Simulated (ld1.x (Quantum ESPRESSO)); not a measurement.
## B: one change to a TM potential, before and after

B (Z = 5), norm-conserving Troullier–Martins (Kleinman–Bylander form), made with ld1.x (Quantum ESPRESSO) 7.5 (PBEsol, non-relativistic). Core [He], reference 2s2 2p1. Waves: 2s (bound): rc 1.15 bohr; 2p (bound): rc 2.10 bohr; 3d channel at 0.05 Ry: rc 2.00 bohr. Local part: the d channel. Core correction: none.

Change: all radii scaled by about 1.36 (s 1.56, p 2.86, d 2.72 bohr).

Cutoffs: the cutoffs (Ry, on a coarse ladder) from which the occupation-weighted sum of valence levels, in a spherical-Bessel basis at the reference potential, stays within 10 and 1 mRy of its value at 400 Ry; they do not see the model core or the augmentation charge, which bear on the density cutoff. Errors are all-electron minus pseudo energies relative to the spin-unpolarised reference configuration.

Q: How do hardness, ghosts and transferability respond?

A: The potential gets softer (21 Ry and 55 Ry → 18 Ry and 50 Ry); of the 7 tests that both files solve, the error grows in 7 and shrinks in 0 by more than 15 % and 0.3 meV (median size 3.8 → 27.8 meV); neither file shows a bound ghost. A larger radius leaves more room for a smooth pseudo-wave, so fewer plane waves are needed. More of the atom is replaced by a form fitted at one configuration, so other configurations suffer.

```csv
quantity,base,changed
"cutoff, loose",21 Ry,18 Ry
"cutoff, tight",55 Ry,50 Ry
loose cutoff by channel (10 mRy a level),"s 18 Ry, p 18 Ry","s 15 Ry, p 12 Ry"
bound ghosts,none,none
"error for 2s2 2p0, meV [ΔE 8.14 eV]",+27,+66
"error for 2s1 2p0, meV [ΔE 33.40 eV]",+113,+225
"error for 2s2 2p0.5, meV [ΔE 2.86 eV]",+3.5,+9.1
"error for 2s1 2p1, meV [ΔE 14.26 eV]",-6.1,-28
"error for 2s2 2p1.3, meV [ΔE -0.73 eV]",+0.3,+0.8
"error for 2s0 2p3, meV [ΔE 11.64 eV]",+3.8,-30
"error for 2s1 2p2, meV [ΔE 5.81 eV]",+2.1,-7.7
```
